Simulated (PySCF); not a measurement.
## What builds the third ionisation energy along the 3d series

Calculated with PySCF 2.14 from differences of total energies of unrestricted determinants, without spin-orbit coupling. Each column adds one step, in eV (sums use unrounded values): valence MP2, valence CCSD, valence triples, then the next inner shell at CCSD(T) (Ti 3s 3p, V 3s 3p, Cr 3s 3p). References (NIST) marked * lie between the lowest fine-structure levels; the others compare directly ((s) semi-empirical, (t) theoretical).

| element | UHF | + MP2 | + CCSD | + (T) | + inner shell | sum | reference |
| --- | --- | --- | --- | --- | --- | --- | --- |
| Ti [Ar] 3d2 → [Ar] 3d1 (x2c-QZVPPall, spin-free X2C) | 26.625 | 0.133 | 0.036 | 0.000 | 0.415 | 27.208 | 27.492 * |
| V [Ar] 3d3 → [Ar] 3d2 (x2c-QZVPPall, spin-free X2C) | 28.173 | 0.397 | 0.066 | 0.003 | 0.457 | 29.096 | 29.311 * |
| Cr [Ar] 3d4 → [Ar] 3d3 (x2c-QZVPPall, spin-free X2C) | 29.678 | 0.683 | 0.057 | 0.010 | 0.453 | 30.881 | 30.959 ± 0.025 * |

What remains against the references is mostly basis incompleteness and, for starred values, spin-orbit coupling.

These are valence bases, so the inner-shell step is incomplete.
